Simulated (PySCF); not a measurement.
## Electron correlation in Pd²⁺ (palladium, charge +2)

[Kr] 4d7 5s1, high-spin 5F determinant (an excited configuration). Calculation: PySCF 2.14, in def2-TZVPPD with the def2 core potential (28 electrons) (6s4p3d2f1g, 56 functions); scalar relativity through the core potential. Frozen: 4s2 4p6; 8 electrons correlated.

MP2 pair energies summed by pair of shells (mhartree):

```json
{"pair": "4d-4d", "energy": "-150.42", "share (%)": "83.0"}
{"pair": "4d-5s", "energy": "-30.79", "share (%)": "17.0"}
```

Total MP2 correlation energy: -181.21 mhartree.

Same-spin part -85.13 and opposite-spin part -96.08 mhartree; SCS-MP2 scales them by 1/3 and 6/5 to -143.67 mhartree.
